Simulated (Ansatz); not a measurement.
CH3F2NSSi, SMILES `N=C(F)S[SiH2]F`, 9 atoms. Charge 0, multiplicity 1. All runs use 4 threads of an INTEL XEON PLATINUM 8581C on a shared host. Correlated methods freeze the cores.

(1) How many basis functions does each run have, and how long does it take in Ansatz? RKS PBE0-D4/def2-SVP energy; RKS PBE0-D4/def2-QZVPP energy; RKS HSE06 (plane-wave form)-D4/def2-TZVPP energy; RHF-CCSD(T)/def2-SVP energy; RKS PBE0-D4/def2-TZVP relaxation (11 steps); direct RPA on PBE orbitals/def2-TZVPP energy; RHF-CCSD(T)/def2-TZVPP energy; RKS PBE0-D4/def2-TZVP frequencies; RKS ωB97M-V/def2-SVP energy; RKS revPBE-D4/def2-TZVPP energy; RKS ωB97X-V/def2-TZVPP energy; RHF-MP2/def2-QZVPP energy. (Estimate.)

## Answers

(1) The calculation gave: Other jobs shared the machine, so times are rough.

```json
{"level": "RKS PBE0-D4/def2-SVP", "job": "energy", "functions": "107", "wall time": "0.85 s", "peak host memory (GiB)": "0.45"}
{"level": "RKS revPBE-D4/def2-TZVPP", "job": "energy", "functions": "250", "wall time": "1.5 s", "peak host memory (GiB)": "0.35"}
{"level": "RKS HSE06 (plane-wave form)-D4/def2-TZVPP", "job": "energy", "functions": "250", "wall time": "2.6 s", "peak host memory (GiB)": "0.73"}
{"level": "RKS ωB97M-V/def2-SVP", "job": "energy", "functions": "107", "wall time": "2.8 s", "peak host memory (GiB)": "0.45"}
{"level": "direct RPA on PBE orbitals/def2-TZVPP", "job": "energy", "functions": "250", "wall time": "3.9 s", "peak host memory (GiB)": "0.59"}
{"level": "RHF-CCSD(T)/def2-SVP", "job": "energy", "functions": "107", "wall time": "4.1 s", "peak host memory (GiB)": "0.51"}
{"level": "RKS ωB97X-V/def2-TZVPP", "job": "energy", "functions": "250", "wall time": "5.5 s", "peak host memory (GiB)": "0.83"}
{"level": "RKS PBE0-D4/def2-QZVPP", "job": "energy", "functions": "458", "wall time": "6.5 s", "peak host memory (GiB)": "1.8"}
{"level": "RHF-MP2/def2-QZVPP", "job": "energy", "functions": "458", "wall time": "15 s", "peak host memory (GiB)": "2.6"}
{"level": "RKS PBE0-D4/def2-TZVP", "job": "relaxation (11 steps)", "functions": "216", "wall time": "34 s", "peak host memory (GiB)": "0.63"}
{"level": "RHF-CCSD(T)/def2-TZVPP", "job": "energy", "functions": "250", "wall time": "100 s", "peak host memory (GiB)": "5.5"}
{"level": "RKS PBE0-D4/def2-TZVP", "job": "frequencies", "functions": "216", "wall time": "110 s", "peak host memory (GiB)": "0.64"}
```
